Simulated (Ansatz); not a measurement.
Species: CH$_{2}$F, net charge 1, singlet state. 
Structure (B3LYP-D3(BJ)/def2-TZVP (Ansatz, a first-principles code) minimum search):
```xyz
4

C     -0.5912     0.0468     0.0149
F      0.6360    -0.0504    -0.0160
H     -1.1657    -0.8863     0.0265
H     -1.0115     1.0588     0.0283
```
Charge +1, spin multiplicity 1.

Basis-set convergence of Hartree-Fock and CCSD(T) correlation energies (hartree) with Ansatz. Cores are frozen in the correlated levels unless marked. No spin-orbit coupling. Non-relativistic.

```
basis    functions       E(HF)  E(corr, CCSD(T))
-------  ---------  ----------  ----------------
cc-pVDZ         38  -138.10341          -0.32607
cc-pVTZ         88  -138.15117          -0.41248
cc-pVQZ        170  -138.16188          -0.44181
```

Extrapolating the two largest sets (X = 3 and 4) as X^-3: E(corr) = (64·(-0.44181) - 27·(-0.41248))/37 = -0.4632 Eh, an estimate of the basis-set limit. The largest set recovers 95.4 % of it, the smallest 70.4 %.
